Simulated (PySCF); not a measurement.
# Gallium: a sound run and one with changed settings

Sound run: Ga⁺ [Ar] 3d10 4s2, Ga²⁺ [Ar] 3d10 4s1. Computed with PySCF 2.14 in 6-31G*, with the non-relativistic Hamiltonian (point nucleus). The sound run starts from symmetry-adapted Hartree-Fock orbitals and uses a fine grid where one is needed.

Changed run: radial step 0.5 in ln r (0.13 in the sound run). This setting is unsound on purpose.

| species | method | sound run (hartree) | changed run (hartree) | converged |
| --- | --- | --- | --- | --- |
| Ga⁺ | UHF | -1922.73879 | -1922.73879 | yes |
| Ga⁺ | MN15 | -1924.61049 | -1924.57647 | yes |
| Ga⁺ | LDA | -1921.28121 | -1921.39090 | yes |
| Ga²⁺ | UHF | -1922.05571 | -1922.05571 | yes |
| Ga²⁺ | MN15 | -1923.86476 | -1923.83669 | yes |
| Ga²⁺ | LDA | -1920.51073 | -1920.62264 | yes |

Ionisation energy of Ga⁺:

```csv
method,sound run (eV),changed run (eV)
UHF,18.588,18.588
MN15,20.292,20.130
LDA,20.966,20.906
```

A coarse radial grid mis-integrates the density and the exchange-correlation energy, with errors of either sign; Hartree-Fock needs no grid.

For comparison, NIST gives 20.515 eV between the lowest levels.
